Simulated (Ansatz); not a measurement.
C₂H₈OSSi (`COCS[SiH3]`). Charge 0, multiplicity 1. The geometry is a stationary point of PBE0-D4/def2-TZVP. It is one conformer, not always the lowest.

```xyz
13

C     1.172    1.509    0.302
O    -0.169    1.112    0.474
C    -0.792    0.702   -0.692
S    -0.169   -0.881   -1.393
Si   -0.467   -2.101    0.331
H     1.246    2.336   -0.416
H     1.789    0.677   -0.053
H     1.531    1.842    1.274
H    -1.850    0.584   -0.461
H    -0.670    1.431   -1.503
H     0.543   -1.851    1.390
H    -1.824   -1.859    0.887
H    -0.339   -3.503   -0.139
```

Question: What is the dipole moment at ωB97M-V/def2-TZVPP? (Estimate.)

Answer: Computed: 1.11 D, with components (0.32, 1.06, 0.11) D in this frame, pointing from negative to positive charge.

Question: And with PBE, r2SCAN, B3LYP? (Estimate.)

Answer: Ansatz gave: PBE 1.20 D, r2SCAN 1.23 D, B3LYP 1.14 D.

Question: Give the Mulliken charges with ωB97M-V, PBE, r2SCAN in def2-TZVPP. (Estimate.)

Answer: Ansatz gave: 
```tsv
atom	ωB97M-V	PBE	r2SCAN
C1	-0.18	-0.14	-0.01
O2	-0.29	-0.24	-0.31
C3	-0.10	0.00	0.13
S4	-0.20	-0.24	-0.28
Si5	0.18	0.23	0.32
H6	0.11	0.09	0.05
H7	0.12	0.10	0.07
H8	0.13	0.11	0.07
H9	0.16	0.13	0.09
H10	0.13	0.10	0.07
H11	-0.02	-0.05	-0.07
H12	-0.02	-0.05	-0.07
H13	-0.01	-0.04	-0.06
```

B3LYP here is the variant with VWN-RPA as its local correlation; programs differ in this.
